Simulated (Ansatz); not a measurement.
`Cl[B](Cl)[GeH3]`, relaxed with RKS PBE-D4/def2-SVP in Ansatz from a rough embedded geometry. The force threshold is 0.03 eV/Å; the program also tests the step.

Charge 0, multiplicity 1.

Start:

```xyz
7

Cl    0.082    2.630    0.146
B     0.614    0.863   -0.322
Cl    2.142    0.589   -1.347
Ge   -0.536   -0.683    0.281
H    -0.989   -1.496   -1.003
H     0.396   -1.677    1.137
H    -1.710   -0.226    1.107
```

| step | energy (eV) | largest force (eV/Å) | largest move (Å) |
| --- | --- | --- | --- |
| 1 | -82254.7581 | 2.197 | 0.000 |
| 2 | -82255.0637 | 1.319 | 0.122 |
| 3 | -82255.1399 | 0.198 | 0.063 |
| 4 | -82255.1455 | 0.034 | 0.027 |
| 5 | -82255.1457 | 0.012 | 0.006 |

End:

```xyz
7

Cl    0.188    2.571    0.087
B     0.627    0.923   -0.332
Cl    2.071    0.658   -1.302
Ge   -0.509   -0.703    0.275
H    -0.994   -1.500   -0.966
H     0.362   -1.666    1.127
H    -1.746   -0.283    1.111
```

It took 7 s on 2 threads of a server CPU on a shared host, with 0.16 GiB of host memory at the peak.
